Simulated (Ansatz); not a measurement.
`[SiH3][GaH][SH]` + `[SiH3]S` → `[SiH3][S][GaH][SiH3]` + H₂S at 600 K and 1 bar (ligand exchange at a Ga–S bond).

Gas-phase electronic energies from Ansatz, PBE0-D4/def2-TZVP geometries. CCSD(T)/CBS adds triple-zeta CCSD(T) − MP2 to the extrapolated MP2 energy (def2 sets, frozen cores). This one scheme is used for every species. For Ga outer-core shells are correlated without core-valence functions, which leaves a few kJ/mol of doubt a bond. Scalar relativity is left out up to krypton. One conformer a species, not always the lowest.

```
               species  CCSD(T)/CBS energy (Eh)  H − E (kJ/mol)  S (J/(mol·K))
     `[SiH3][GaH][SH]`              -2613.82650           163.2          431.4
             `[SiH3]S`               -689.27336           126.3          326.2
`[SiH3][S][GaH][SiH3]`              -2904.12965           229.1          524.0
                   H₂S               -398.97279            60.8          230.9
```

H − E and S are ideal-gas, rigid-rotor, harmonic terms from PBE0-D4/def2-TZVP, for one conformer and one mirror image of each species. 1 Eh = 2625.50 kJ/mol, R = 8.31446 J/(mol·K).

Q: By hand: ΔE, ΔH, ΔS and ΔG.

A: ΔE = (-2904.12965) + (-398.97279) − (-2613.82650) − (-689.27336) = -0.00258 Eh = -6.8 kJ/mol. Δ(H − E) = 229.1 + 60.8 − 163.2 − 126.3 = 0.4, so ΔH = -6.4 kJ/mol. ΔS = 524.0 + 230.9 − 431.4 − 326.2 = -2.7 J/(mol·K). ΔG = -6.4 − 600 × (-2.7)/1000 = -4.8 kJ/mol.

Q: By hand: the equilibrium constant, and the temperature at which ΔG would vanish if ΔH and ΔS stayed fixed.

A: log₁₀ K = −ΔG/(RT ln 10) = 0.4. ΔG = 0 at ΔH/ΔS = 2370 K, though so small a ΔH makes that figure unsure.

The number of gas molecules stays the same, so ΔS is small and ΔH decides. The sign of ΔG lies within the doubt. A doubt of 5 kJ/mol in ΔE shifts log₁₀ K by 0.4 here. Other conformers and mirror images would add mixing entropy, several J/(mol·K) or more a flexible species. Modes under 60 cm⁻¹, often nearly free rotors, make the harmonic entropy too high. These are equilibria of isolated gas molecules and say nothing of rates. Largest T1 diagnostic: 0.014 (customary marks: 0.02 for closed shells, 0.045 for open ones).
